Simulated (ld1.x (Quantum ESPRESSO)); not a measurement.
# lead (Pb), TM: configuration errors across variants

ld1.x (Quantum ESPRESSO) 7.5 input, shortened:

```
&input
   title='Pb', zed=82., rel=1, dft='PBE', iswitch=3,
   config='[Xe] 4f14 5d10 6s2 6p2'
 /
 &inputp
   pseudotype=2, tm=.true., lloc=0,
   nlcc=.false.
 /
3
6P  2  1   2.00   0.00  2.00  2.00  0.0
5D  3  2  10.00   0.00  1.90  1.90  0.0
6S  1  0   2.00   0.00  1.95  1.95  0.0
 &test
   configts(1)='5d10 6s2 6p2'
 /
```

All-electron excitation energies from the reference (eV): (1) 5d10 6s2 6p1 6.575; (2) 5d10 6s2 6p0 20.020; (3) 5d10 6s1 6p0 52.430; (4) 5d10 6s1 6p2 16.103; (5) 5d10 6s0 6p0 95.133; (6) 5d10 6s2 6p2.3 -0.799; (7) 5d10 6s0 6p4 17.835.

Errors AE − PS in meV (a dash: test not solved or not reliable):

| change | (1) | (2) | (3) | (4) | (5) | (6) | (7) | bound ghosts |
| --- | --- | --- | --- | --- | --- | --- | --- | --- |
| base | -1.6 | -3.8 | +3.8 | +0.7 | +38 | +0.4 | +2.7 | none |
| core correction a·sin(br)/r model core inside 0.80 bohr | -2.7 | -14 | -48 | -4.6 | -128 | +0.4 | -13 | none |
| core correction a·sin(br)/r model core inside 1.06 bohr | -2.7 | -14 | -48 | -4.5 | -127 | +0.4 | -13 | none |
| core correction a·sin(br)/r model core inside 1.16 bohr | -2.8 | -14 | -47 | -4.5 | -127 | +0.4 | -13 | none |
| core correction a·sin(br)/r model core inside 1.42 bohr | -2.7 | -14 | -46 | -4.3 | -124 | +0.4 | -13 | none |
| core correction a·sin(br)/r model core inside 1.68 bohr | -2.7 | -14 | -43 | -3.7 | -112 | +0.4 | -11 | none |
| core correction a·sin(br)/r model core inside 1.80 bohr | -2.7 | -14 | -41 | -3.3 | -100 | +0.4 | -9.8 | none |
| core correction a·sin(br)/r model core inside 2.06 bohr | -2.5 | -12 | -30 | -2.1 | -56 | +0.4 | -5.2 | none |

(1) Give the same row for: core correction a·sin(br)/r model core inside 2.26 bohr.

Results:

(1) -2.4, -11, -21, -1.1, -23, +0.4, -2.0; bound ghosts: none.
